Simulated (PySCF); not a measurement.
# Dipole response of Os (osmium, neutral)

[Xe] 4f14 5d7 6s1, high-spin 5F determinant (an excited configuration). Computed with PySCF 2.14 in aug-cc-pVQZ-PP with ECP60MDF (7s7p6d4f3g2h, 135 functions), with a scalar-relativistic core potential. Coupled (time-dependent) response in atomic units; α is the mean over directions.

```
method  mean α (bohr³)  C₆ (like pair)  S(−4)
   UHF           62.90           651.0   2151
   PBE           49.75           519.2   1062
```

S(−4) is the Cauchy moment in α(ω) = α(0) + S(−4) ω² + …

Spin-orbit coupling is absent.

α(iu) at PBE:

| u (hartree) | α(iu) (bohr³) |
| --- | --- |
| 0 | 49.75 |
| 0.0500 | 47.29 |
| 0.100 | 41.61 |
| 0.200 | 29.94 |
| 0.300 | 22.10 |
| 0.500 | 13.77 |
| 0.750 | 8.947 |
| 1.00 | 6.407 |
| 1.50 | 3.829 |
| 2.00 | 2.567 |
| 3.00 | 1.384 |
| 5.00 | 0.5820 |

A single London oscillator, α(iu) = α/(1 + u²/ω²), gives C₆ = (3/4) ω α². Matching the computed C₆ needs ω = 4 × 519.2 / (3 × 49.75²) = 0.280 hartree.

Energies and moments cover only the electrons outside the core potential. Spin-orbit coupling, absent here, splits the open shell strongly.
